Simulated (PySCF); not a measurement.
# [HgH3(NH3)]− at several levels of theory

Computed with PySCF 2.14.0 (density fitting, no spin-orbit coupling) at the geometry relaxed with PBE0:

```xyz
8
[HgH3(NH3)]− (singlet; a saddle point, relaxed within its symmetry)
Hg    0.4125   -0.4125    0.4125
H     1.1780    1.0040    1.1780
H    -1.0040   -1.1780    1.1780
H     1.1780   -1.1780   -1.0040
N    -1.2433    1.2433   -1.2433
H    -1.8328    1.8328   -0.6635
H    -0.6635    1.8328   -1.8328
H    -1.8328    0.6635   -1.8328
```

| level | basis | state | HOMO (eV) | gap (eV) | charge on Hg1 (e) | dipole about the centre of mass (D) | largest force component (eV/Å) |
| --- | --- | --- | --- | --- | --- | --- | --- |
| PBE0 | Hg def2-SVP with ECP60, H def2-SVP, N def2-SVP | singlet | -0.44 | 5.23 | -0.27 | 4.06 | 0.01 |
| r2SCAN | the same | singlet | 0.40 | 4.24 | -0.28 | 4.12 | 0.07 |
| PBE0 | Hg def2-TZVP with ECP60, H def2-TZVP, N def2-TZVP | singlet | -0.82 | 4.65 | -0.13 | 3.68 | 0.23 |

Charges are Mulliken's, which hang on the basis. The relaxation used the grid (50, 194), these runs (75, 302) or, all-electron (x2c bases, spin-free X2C Hamiltonian), (99, 590).

Q: What does CAM-B3LYP with Hg def2-SVP with ECP60, H def2-SVP, N def2-SVP give here?

A: state singlet, HOMO (eV) -1.70, gap (eV) 7.31, charge on Hg1 (e) -0.24, dipole about the centre of mass (D) 4.08, largest force component (eV/Å) 0.05. Time: 2.7 s on 2 threads of Arm Neoverse V2, with other jobs on the host, from an already converged density.

In the first row's basis the gap widens with exact exchange: 4.2 eV for r2SCAN (none); 5.2 eV for PBE0 (a fixed share); 7.3 eV for CAM-B3LYP (rising or full at long range).

The highest filled level of some runs lies above zero, as often for anions with such functionals and bases.
